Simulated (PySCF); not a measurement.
A structure optimised at TPSSh-D3(BJ)/def2-SVP, used in a PySCF frequency run:

```
Ga
N 1 1.8094
H 2 1.0158 1 124.66
H 2 1.0159 3 112.25 1 179.95
C 1 1.9574 2 127.25 3 -0.06
H 5 1.1002 1 111.31 2 0.45
H 5 1.1007 6 109.19 1 -121.08
H 5 1.1008 6 109.17 7 -117.88
Br 1 2.3165 2 112.47 3 179.94
```

**Question.** Write its SMILES and formula.

**Answer.** [CH3][Ga]([NH2])[Br], CH5BrGaN

**Question.** What are its rotational constants (standard atomic weights)?

**Answer.** 5.1762, 1.5862, 1.2235 GHz
